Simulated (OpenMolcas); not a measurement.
# 4s2 4p4 along the 34-electron sequence

```json
{
  "Program": "OpenMolcas 26.06",
  "Method": "CASSCF",
  "Basis": "ANO-RCC-VQZP",
  "Scalar Hamiltonian": "DKH2, point nucleus",
  "Spin-orbit coupling": "state interaction with AMFI integrals over the reference wave functions, term energies averaged over their components"
}
```

Active space for each ion: 4 electrons in 3 orbitals (4p).

Computed levels in cm-1 above 3P2:

| Level | Se | Br+ | Kr2+ |
| --- | --- | --- | --- |
| 3P1 | 1825 | 2832 | 4117 |
| 3P0 | 2446 | 3672 | 5136 |
| 1D2 | 11800 | 14460 | 17088 |
| 1S0 | 27815 | 33598 | 39024 |
| weight of 3P in the lowest level (%) | 99 | 98 | 98 |

Measured, with the error of the calculation in %. Measured levels: Se, Br+ from NIST Handbook of Basic Atomic Spectroscopic Data; Kr2+ from Saloman, J. Phys. Chem. Ref. Data 36, 215 (2007).

| Level | Se | Br+ | Kr2+ |
| --- | --- | --- | --- |
| 3P1 | 1989 (-8.3) | 3136 (-9.7) | 4548 (-9.5) |
| 3P0 | 2534 (-3.5) | 3837 (-4.3) | 5313 (-3.3) |
| 1D2 | 9576 (+23.2) | 12089 (+19.6) | 14644 (+16.7) |
| 1S0 | 22446 (+23.9) | 27867 (+20.6) | 33080 (+18.0) |

The fine-structure level 3P0 changes by a factor of 2.1 from Se to Kr2+. Its fourth root runs 7.03, 7.78, 8.47, with steps per unit of Z of 0.75, 0.68; equal steps would mean a (Z - σ)^4 law with constant σ.

1D2 changes by a factor of 1.45 over the same range, with steps per unit of Z of +2660, +2630 cm-1.

With the s shell closed, the reference lacks s² → p² mixing. Without dynamic correlation excited terms often stand tens of per cent too high (terms of higher spin than the ground term too low), and those without a measured partner can miss by more than the paired ones (holds for Se; Br+). Computed and measured levels are paired by configuration, term and J; levels that our copy of the source lacks, or whose pairing is in doubt (as where it misses far off the trend of its configuration), stay unpaired and out of the deviations. Levels of configurations outside the active space are missing.
